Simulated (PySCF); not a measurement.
B(F)(Me)(SeH) (CH₄BFSe), SMILES CB(F)[SeH].

Geometry: PBE-D3(BJ)/def2-SVP. The structure was generated by enumeration, and PubChem lists no compound with its InChIKey, so it may never have been made. Other conformers were not sampled.

Computed with PBE0/def2-TZVP (PySCF).

Symmetry labels are those of the subgroup Cs that the program uses (full group Cs).

Task: List the valence orbital energies around the gap with their symmetry. (The exact figures need the calculation; the answer reports its results.)

Result: 
```tsv
orbital	symmetry	energy (eV)
HOMO−7	A'	-13.33
HOMO−6	A"	-13.07
HOMO−5	A'	-11.88
HOMO−4	A'	-11.40
HOMO−3	A"	-11.37
HOMO−2	A'	-10.57
HOMO−1	A'	-8.66
HOMO	A"	-7.51
LUMO	A"	-0.42
LUMO+1	A'	-0.03
LUMO+2	A'	0.91
LUMO+3	A'	2.12
```
